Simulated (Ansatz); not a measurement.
cis-[IrF2(NH3)4]+ (IrN4F2H12⁺). Total charge 1; triplet. Geometry PBE0-D4/def2-SVP; atoms count from 1.

| atom | x (Å) | y (Å) | z (Å) |
| --- | --- | --- | --- |
| Ir1 | -0.483 | 0.458 | -0.245 |
| F2 | 0.363 | 1.694 | -1.514 |
| N3 | -0.245 | -1.448 | 1.276 |
| H4 | -1.223 | -1.471 | 1.571 |
| H5 | 0.330 | -1.338 | 2.111 |
| H6 | -0.016 | -2.361 | 0.883 |
| F7 | -2.229 | 0.074 | 0.566 |
| N8 | 1.892 | -0.113 | -0.440 |
| H9 | 2.122 | 0.619 | -1.115 |
| H10 | 2.147 | -1.010 | -0.854 |
| H11 | 2.493 | 0.014 | 0.374 |
| N12 | -0.168 | 1.872 | 1.248 |
| H13 | -1.055 | 2.031 | 1.736 |
| H14 | 0.105 | 2.755 | 0.805 |
| H15 | 0.534 | 1.664 | 1.961 |
| N16 | -1.045 | -0.722 | -1.864 |
| H17 | -0.578 | -1.623 | -1.984 |
| H18 | -0.891 | -0.186 | -2.725 |
| H19 | -2.051 | -0.911 | -1.793 |

In the def2 sets Ir takes a core potential; there is no spin–orbit coupling. The name describes the singlet; other states may take another shape. At PBE0-D4/def2-TZVP a singlet of charge 1 lies 2.40 eV below the triplet, each at its own geometry.

(1) Estimate the Mulliken populations from the PBE0/def2-TZVP orbitals of Ansatz.

(2) Where does the spin sit?

(3) And the Mayer bond orders between heavy atoms (over 0.3)?

Answers

(1) 
```json
{"atom": "Ir1", "charge (e)": "0.97", "spin (α − β)": "1.57", "d electrons": "7.12"}
{"atom": "F2", "charge (e)": "-0.49", "spin (α − β)": "0.11", "d electrons": "–"}
{"atom": "N3", "charge (e)": "-0.70", "spin (α − β)": "0.11", "d electrons": "–"}
{"atom": "H4", "charge (e)": "0.32", "spin (α − β)": "0.00", "d electrons": "–"}
{"atom": "H5", "charge (e)": "0.27", "spin (α − β)": "0.00", "d electrons": "–"}
{"atom": "H6", "charge (e)": "0.27", "spin (α − β)": "0.00", "d electrons": "–"}
{"atom": "F7", "charge (e)": "-0.49", "spin (α − β)": "0.11", "d electrons": "–"}
{"atom": "N8", "charge (e)": "-0.70", "spin (α − β)": "0.11", "d electrons": "–"}
{"atom": "H9", "charge (e)": "0.32", "spin (α − β)": "0.00", "d electrons": "–"}
{"atom": "H10", "charge (e)": "0.27", "spin (α − β)": "0.00", "d electrons": "–"}
{"atom": "H11", "charge (e)": "0.27", "spin (α − β)": "0.00", "d electrons": "–"}
{"atom": "N12", "charge (e)": "-0.58", "spin (α − β)": "0.00", "d electrons": "–"}
{"atom": "H13", "charge (e)": "0.32", "spin (α − β)": "0.00", "d electrons": "–"}
{"atom": "H14", "charge (e)": "0.32", "spin (α − β)": "0.00", "d electrons": "–"}
{"atom": "H15", "charge (e)": "0.29", "spin (α − β)": "0.00", "d electrons": "–"}
{"atom": "N16", "charge (e)": "-0.58", "spin (α − β)": "0.00", "d electrons": "–"}
{"atom": "H17", "charge (e)": "0.29", "spin (α − β)": "0.00", "d electrons": "–"}
{"atom": "H18", "charge (e)": "0.32", "spin (α − β)": "0.00", "d electrons": "–"}
{"atom": "H19", "charge (e)": "0.32", "spin (α − β)": "0.00", "d electrons": "–"}
```
Mulliken values depend strongly on the basis.

(2) Summed by element: Ir 1.57, F 0.21, N 0.23, H -0.01, of 2 unpaired in all. Largest on single atoms: Ir1 1.57, N3 0.11, N8 0.11.

(3) Ir1–F2 0.72 (1.96 Å); Ir1–F7 0.72 (1.96 Å); Ir1–N12 0.56 (2.08 Å); Ir1–N16 0.56 (2.08 Å).
